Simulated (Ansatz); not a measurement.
C3H6Si, SMILES `C#C[SiH2]C` (charge 0, multiplicity 1).

Cartesian coordinates (Å):
SMILES: C#C[SiH2]C
```xyz
10

C      2.5790     0.3451     0.4178
C      1.4797    -0.1066     0.2126
Si    -0.2001    -0.7677    -0.0910
C     -1.4861     0.5327     0.3000
H      3.5502     0.7403     0.5976
H     -0.3858    -1.9643     0.7615
H     -0.2838    -1.1802    -1.5108
H     -2.4910     0.1448     0.1212
H     -1.3436     1.4158    -0.3246
H     -1.4184     0.8401     1.3447
```
Charge 0, multiplicity 1.

Frozen-core energies in 6-31g from Ansatz (an electronic-structure program) at a geometry from B3LYP-D3(BJ)/def2-TZVP; the HF reference has <S^2> = 0.00 and the T1 diagnostic is 0.010.

| level | energy (Ha) |
|---|---|
| HF | -405.87403 |
| MP2 | -406.19792 |
| CCSD | -406.23567 |
| CCSD(T) | -406.24596 |

Question: Estimate the energies of CCSDT and CCSDT(Q), and give each level's difference from CCSDT(Q).

Answer: 
```tsv
level	energy (Ha)	difference from CCSDT(Q) (mHa)
MP2	-406.19792	49.82
CCSD	-406.23567	12.08
CCSD(T)	-406.24596	1.78
CCSDT	-406.24651	1.23
CCSDT(Q)	-406.24775	0.00
```
